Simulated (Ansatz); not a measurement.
`C[SiH2][SiH](O)O` and `O[SiH](O)[NH][GeH3]` differ in one atom or group.

Ansatz, PBE0-D4/def2-TZVP geometries, multiplicity 1. Each molecule was computed in one conformer, which needn't be the lowest.

Scalar relativity is left out up to krypton.

```
                                        property  `C[SiH2][SiH](O)O`
              LUMO energy (PBE0/def2-TZVPP) / eV               -0.04
             HOMO–LUMO gap (PBE/def2-TZVPP) / eV                5.63
size of the dipole moment (B3LYP/def2-TZVPP) / D                2.25
              HOMO energy (PBE0/def2-TZVPP) / eV               -7.72
               HOMO energy (PBE/def2-TZVPP) / eV               -6.51
            HOMO–LUMO gap (PBE0/def2-TZVPP) / eV                7.67
```

Question: What does the change do to each property? (An estimate is asked.)

Answer: Computed: 
```
                                        property  `O[SiH](O)[NH][GeH3]`  shift
              LUMO energy (PBE0/def2-TZVPP) / eV                   0.46   0.50
             HOMO–LUMO gap (PBE/def2-TZVPP) / eV                   5.78   0.15
size of the dipole moment (B3LYP/def2-TZVPP) / D                   1.47  -0.78
              HOMO energy (PBE0/def2-TZVPP) / eV                  -7.54   0.18
               HOMO energy (PBE/def2-TZVPP) / eV                  -6.15   0.36
            HOMO–LUMO gap (PBE0/def2-TZVPP) / eV                   8.00   0.33
```

With PBE0 the HOMO rises by 0.18 eV and the LUMO rises by 0.50 eV, so the gap widens by about 0.32 eV. PBE moves the HOMO by 0.36 eV and ωB97M-V by -0.08 eV. Dipoles are sizes alone; their direction can turn.

B3LYP here is the variant with VWN-RPA as its local correlation; programs differ in this.
